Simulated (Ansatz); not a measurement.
The cluster Sn4Cl4. Total charge 0; singlet. Geometry PBE0-D4/def2-SVP, basis def2-TZVP, Ansatz.

Cartesian coordinates in Å:
```
Sn 2.027 0.500 -1.362
Sn -2.557 -0.488 -0.791
Sn -0.574 0.691 1.053
Sn 2.148 0.599 1.639
Cl -1.821 -2.646 0.016
Cl 2.216 -1.614 0.119
Cl -1.022 2.990 1.618
Cl -0.417 -0.033 -2.290
```

```tsv
run	HOMO (eV)	LUMO (eV)
A	-5.06	-3.53
B	-5.26	-3.69
C	-5.49	-3.70
D	-6.03	-3.16
```

In the def2 sets Sn takes a core potential; there is no spin–orbit coupling. Another isomer (singlet) lies 0.16 eV lower at PBE0-D4/def2-TZVP; other spin states weren't run for this one.

Q: The runs used BLYP, PBE, PBE0, r2SCAN. Estimate which is which.

A: A BLYP (0 % exact exchange); B PBE (0 % exact exchange); C r2SCAN (0 % exact exchange); D PBE0 (25 % exact exchange). Exact exchange lowers occupied and raises empty levels; among semilocal functionals meta-GGAs tend to open the gap a little, and such runs are hard to tell apart. The gap grows from 1.53 eV (BLYP) to 2.86 eV (PBE0).
